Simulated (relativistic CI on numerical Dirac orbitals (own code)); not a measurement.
Computed by Dirac-Coulomb-Breit CI, orbitals from a KLI potential per configuration, a model potential for QED, unscaled Slater integrals (own radial code, finite nucleus).

The strongest absorption lines from the ground level of an ion, among the configurations computed and to levels below about 2790 eV (vacuum wavelength in nm, gf): 0.57086 (0.00051), 0.83463 (0.00036), 1.3443 (1), 1.4620 (0.16).

Problem. Which ion is it?
A. Bi LXXII
B. Ac LXXVI
C. Ir LXIV
D. Bi LXX

Solution. D. Bi LXX has 14 electrons and the ground level 3s2.3p2 3P_0; the strongest line goes to 3s2.3p.3d 3D°_1. The pattern of lines fixes the number of electrons, and along that sequence the line energies rise steadily with the charge (about as its square where n changes within one kind of shell, about linearly where n is kept but much faster in heavy ions where fine structure, which grows about as Z⁴, sets the gap, and irregularly where shells cross), which fixes Z. Configurations outside the model, such as inner-shell arrays, can give stronger lines. At this charge energies of transitions that change n are usually good to better than 1 %, and those within a shell (Δn = 0) to a few per cent.

LS names give the leading component of a level, which can be under half, so a name can repeat, a term be missing and a line seem to break the LS rules.
